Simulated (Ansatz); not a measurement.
## Interaction energy ladder

The pair of Li⁺ (SMILES [Li+], atom 1) and H$_{2}$Te (SMILES [TeH2], atoms 2–4), both closed shells, in one local arrangement (a lower one may exist), relaxed at PBE0-D4/def2-TZVP:

```xyz
4
angstrom
Li -0.5536 0.5919 -2.0061
Te 0.4548 0.5207 0.5448
H 1.0590 -1.0074 0.3189
H -0.9602 -0.1051 1.1424
```

Ansatz 0.2.0; basis: def2-TZVPPD, with def2-QZVPPD for the basis limit; cores frozen in the correlated methods. Filled d shells of the heavier atoms are correlated. Core potentials replace the inner electrons of the atoms past krypton. The outer core shell of Li, Na, Mg and K is correlated. The def2 sets are not built for correlating such inner shells, so the correlated values are less sure here. B3LYP uses VWN-RPA correlation. Extrapolation: Hartree–Fock as exp(−7.88 √X), correlation as X^−2.97. Interaction energies count from these two fragments, frozen as in the pair, with the counterpoise correction; negative means bound.

Question: What is the interaction energy by CCSD(T) at an estimated basis limit (MP2 extrapolated from triple and quadruple zeta, plus CCSD(T) − MP2 in triple zeta)? (To be estimated.)

Answer: Computed: -23.07 kcal/mol. Hartree–Fock alone gives -22.81 kcal/mol at the basis limit. It counts from the two fragments frozen as in the pair.

The same quantity by other methods in triple zeta, and each one's difference from that estimate:
| method | E_int (kcal/mol) | difference |
| --- | --- | --- |
| PBE-D4 | -25.31 | -2.25 |
| revPBE-D4 | -24.87 | -1.80 |
| BLYP-D4 | -24.94 | -1.87 |
| r2SCAN-D4 | -22.59 | 0.47 |
| B97M-V | -23.25 | -0.19 |
| PBE0-D4 | -24.94 | -1.87 |
| B3LYP-D4 | -24.82 | -1.75 |
| HSE06-D4 | -24.95 | -1.88 |
| wB97X-V | -23.87 | -0.80 |
| wB97M-V | -23.52 | -0.46 |
| B2PLYP | -23.65 | -0.59 |
| HF | -22.32 | 0.75 |
| MP2 | -21.96 | 1.11 |
| CCSD | -22.11 | 0.95 |
| CCSD(T) | -22.10 | 0.97 |
Differences are method less estimate.

Question: Which atoms make the shortest contact between the fragments?

Answer: Li1 and Te2, 2.74 Å apart.

Basis-set superposition shift (counterpoise-corrected less uncorrected): CCSD(T) 0.64; MP2 0.64; HF 0.03; PBE0-D4 0.03; wB97M-V 0.07 kcal/mol.

No T1 diagnostic of these runs exceeds 0.011.

For scale, one of the runs: CCSD(T)/def2-TZVPPD, 115 basis functions, launched by `ansatz run in.yaml --threads 2 --pin off --events-out ev --progress --plain --max-ram 5222MiB`. Hardware: 2 CPU threads of an Intel Xeon Platinum 8488C, shared host. Wall time about 4.8 s.
